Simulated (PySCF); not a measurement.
Chromium: a sound run and one with changed settings

Sound run: Cr²⁺ [Ar] 3d4, Cr³⁺ [Ar] 3d3. Calculation: PySCF 2.14, in cc-pVTZ (7s6p4d2f1g, 68 functions); no relativity, point nucleus. The sound run starts from symmetry-adapted Hartree-Fock orbitals and uses a fine grid where one is needed.

Changed run: 14 angular points. This setting is unsound on purpose.

| species | method | sound run (hartree) | changed run (hartree) | converged |
| --- | --- | --- | --- | --- |
| Cr²⁺ | UHF | -1042.58281 | -1042.58281 | yes |
| Cr²⁺ | PBE0 | -1043.37228 | -1043.65427 | yes |
| Cr²⁺ | M06-2X | -1043.54447 | -1043.58093 | yes |
| Cr³⁺ | UHF | -1041.48473 | -1041.48473 | yes |
| Cr³⁺ | PBE0 | -1042.21529 | -1042.50702 | yes |
| Cr³⁺ | M06-2X | -1042.39587 | -1042.40100 | yes |

Ionisation energy of Cr²⁺:

```tsv
method	sound run (eV)	changed run (eV)
UHF	29.880	29.880
PBE0	31.483	31.218
M06-2X	31.255	32.108
```

A coarse angular grid integrates products of high-l functions wrongly, so density functionals can shift, and the SCF can exploit the error; Hartree-Fock and MP2 need no grid.

For comparison, NIST gives 30.959 ± 0.025 eV between the lowest levels.
